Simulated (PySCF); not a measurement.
C$_{6}$H$_{10}$, singlet, geometry from GFN2-xTB; DF-PBE/pcseg-0 (PySCF).

PySCF was given this input:
```python
from pyscf import gto, scf, dft

mol = gto.M(
    atom='''
C     1.770824   -1.054742    0.357668
C     1.143800   -0.035070    0.920715
C     0.230554    0.918268    0.262395
C    -0.112554    0.852742   -1.200458
C    -1.158306    0.508536   -0.188583
C    -1.635298   -0.912491   -0.042259
H     1.687990   -1.282405   -0.691756
H     2.411580   -1.704685    0.928853
H     1.284388    0.151179    1.979237
H     0.290138    1.912463    0.693379
H     0.302002    0.047067   -1.784820
H    -0.193964    1.781987   -1.744337
H    -1.939232    1.242692   -0.023209
H    -2.107012   -1.057808    0.928459
H    -0.804321   -1.607792   -0.126916
H    -2.365694   -1.146156   -0.815759
''',
    basis='pcseg-0',
    charge=0,
    spin=0,
    verbose=4,
    max_memory=1800,
)

mf = dft.RKS(mol)
mf.xc = 'pbe'
mf = mf.density_fit(auxbasis='def2-universal-jkfit')
mf.kernel()
```

It wrote (shortened):

```
PySCF version 2.14.0

[INPUT] verbose = 4
[INPUT] num. atoms = 16
[INPUT] num. electrons = 46
[INPUT] charge = 0
[INPUT] spin (= nelec alpha-beta = 2S) = 0
[INPUT] symmetry False subgroup None
[INPUT] Mole.unit = angstrom
[INPUT] Symbol           X                Y                Z      unit          X                Y                Z       unit  Magmom
[...]
nuclear repulsion = 231.409848790532
number of shells = 22
number of NR pGTOs = 120
number of NR cGTOs = 74
basis = pcseg-0
ecp = {}

******** <class 'pyscf.df.df_jk.DFRKS'> ********
method = DFRKS
initial guess = minao
damping factor = 0
level_shift factor = 0
DIIS = <class 'pyscf.scf.diis.CDIIS'>
diis_start_cycle = 1
diis_space = 8
diis_damp = 0
SCF conv_tol = 1e-09
SCF conv_tol_grad = None
SCF max_cycles = 50
direct_scf = False
XC library pyscf.dft.libxc version 7.1.2
    S. Lehtola, C. Steigemann, M. J. T. Oliveira, and M. A. L. Marques,  SoftwareX 7, 1–5 (2018)
XC functionals = pbe
    J. P. Perdew, K. Burke, and M. Ernzerhof,  Phys. Rev. Lett. 77, 3865 (1996)
    J. P. Perdew, K. Burke, and M. Ernzerhof,  Phys. Rev. Lett. 78, 1396 (1997)
    J. P. Perdew, K. Burke, and M. Ernzerhof,  Phys. Rev. Lett. 77, 3865 (1996)
    J. P. Perdew, K. Burke, and M. Ernzerhof,  Phys. Rev. Lett. 78, 1396 (1997)
radial grids:
    Treutler-Ahlrichs [JCP 102, 346 (1995); DOI:10.1063/1.469408] (M4) radial grids

becke partition: Becke, JCP 88, 2547 (1988); DOI:10.1063/1.454033
pruning grids: <function nwchem_prune>
grids dens level: 3
symmetrized grids: False
atomic radii adjust function: <function treutler_atomic_radii_adjust>
small_rho_cutoff = 0
Set gradient conv threshold to 3.16228e-05
Initial guess from minao.
tot grids = 182792
init E= -234.107214454101
[...]
cycle= 1 E= -233.637518836529  delta_E= 0.47  |g|= 0.412  |ddm|= 4.02
[...]
cycle= 2 E= -233.606624461096  delta_E= 0.0309  |g|= 0.543  |ddm|= 1.19
[...]
cycle= 3 E= -233.686184456113  delta_E= -0.0796  |g|= 0.0327  |ddm|= 0.681
[...]
cycle= 4 E= -233.686172320458  delta_E= 1.21e-05  |g|= 0.0343  |ddm|= 0.102
[...]
cycle= 5 E= -233.686483413382  delta_E= -0.000311  |g|= 0.00811  |ddm|= 0.0493
[...]
cycle= 6 E= -233.68650023751  delta_E= -1.68e-05  |g|= 0.00212  |ddm|= 0.0124
[...]
cycle= 7 E= -233.686501458438  delta_E= -1.22e-06  |g|= 0.000521  |ddm|= 0.0045
[...]
cycle= 8 E= -233.686501533409  delta_E= -7.5e-08  |g|= 0.000142  |ddm|= 0.000977
[...]
cycle= 9 E= -233.686501538622  delta_E= -5.21e-09  |g|= 1.38e-05  |ddm|= 0.000236
[...]
cycle= 10 E= -233.686501538682  delta_E= -5.97e-11  |g|= 5.82e-06  |ddm|= 3.36e-05
[...]
Extra cycle  E= -233.686501538668  delta_E= 1.4e-11  |g|= 8.95e-06  |ddm|= 1.86e-05
converged SCF energy = -233.686501538668
```
